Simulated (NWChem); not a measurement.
System: VF$_{5}$; SMILES [F][V]([F])([F])([F])[F]

Program: NWChem. Pople sets run with spherical d functions. Structure relaxed at the PBE0/def2-SVP level. Level PBE0/6-31G*: single points from the atomic guess with DIIS by default; each run changes one setting, and all converged runs end within 0.3 mHa of each other. NWChem's automatic level shift, which a small gap switches on, acted in some of these runs.

### Question
Which setting needs the most SCF iterations, or fails (defaults; occupation smearing of 0.005 Ha; DIIS on 3 Fock matrices; no DIIS, 40 % damping; no level shifting)?

### Answer
no DIIS, 40 % damping, with 23 against 12 for the defaults.
```tsv
setting	SCF iterations
defaults	12
no DIIS, 40 % damping	23
DIIS on 3 Fock matrices	16
no level shifting	12
occupation smearing of 0.005 Ha	12
```
